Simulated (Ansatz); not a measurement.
`[NH2][Al]([Cl])[Cl]` + HCl → `[Cl][Al]([Cl])[Cl]` + NH₃ at 500 K and 1 bar (ligand exchange at the Al–N bond).

Computed with Ansatz on PBE0-D4/def2-TZVP structures; ΔE is electronic, products minus reactants. CCSD(T)/CBS is the MP2 limit (def2-TZVPP, def2-QZVPP) plus CCSD(T) − MP2 in def2-TZVPP, frozen cores. This one scheme is used for every species. One conformer a species, not always the lowest.

```json
{"species": "`[NH2][Al]([Cl])[Cl]`", "CCSD(T)/CBS energy (Eh)": "-1217.66844", "H − E (kJ/mol)": "113.3", "S (J/(mol·K))": "370.9"}
{"species": "HCl", "CCSD(T)/CBS energy (Eh)": "-460.38127", "H − E (kJ/mol)": "32.5", "S (J/(mol·K))": "201.9"}
{"species": "`[Cl][Al]([Cl])[Cl]`", "CCSD(T)/CBS energy (Eh)": "-1621.56364", "H − E (kJ/mol)": "44.4", "S (J/(mol·K))": "352.4"}
{"species": "NH₃", "CCSD(T)/CBS energy (Eh)": "-56.50880", "H − E (kJ/mol)": "108.2", "S (J/(mol·K))": "211.8"}
```

H − E and S are ideal-gas, rigid-rotor, harmonic terms from PBE0-D4/def2-TZVP, for one conformer and one mirror image of each species. 1 Eh = 2625.50 kJ/mol, R = 8.31446 J/(mol·K).

Q: By hand: ΔE, ΔH, ΔS and ΔG.

A: ΔE = (-1621.56364) + (-56.50880) − (-1217.66844) − (-460.38127) = -0.02273 Eh = -59.7 kJ/mol. Δ(H − E) = 44.4 + 108.2 − 113.3 − 32.5 = 6.8, so ΔH = -52.9 kJ/mol. ΔS = 352.4 + 211.8 − 370.9 − 201.9 = -8.6 J/(mol·K). ΔG = -52.9 − 500 × (-8.6)/1000 = -48.6 kJ/mol.

Q: By hand: the equilibrium constant, and the temperature at which ΔG would vanish if ΔH and ΔS stayed fixed.

A: log₁₀ K = −ΔG/(RT ln 10) = 5.1. ΔG = 0 at ΔH/ΔS = 6151 K, far beyond where these terms or the molecules hold.

The number of gas molecules stays the same, so ΔS is small and ΔH decides. A doubt of 5 kJ/mol in ΔE shifts log₁₀ K by 0.5 here. Other conformers and mirror images would add mixing entropy, several J/(mol·K) or more a flexible species. These are equilibria of isolated gas molecules and say nothing of rates. Largest T1 diagnostic: 0.009 (customary marks: 0.02 for closed shells, 0.045 for open ones).
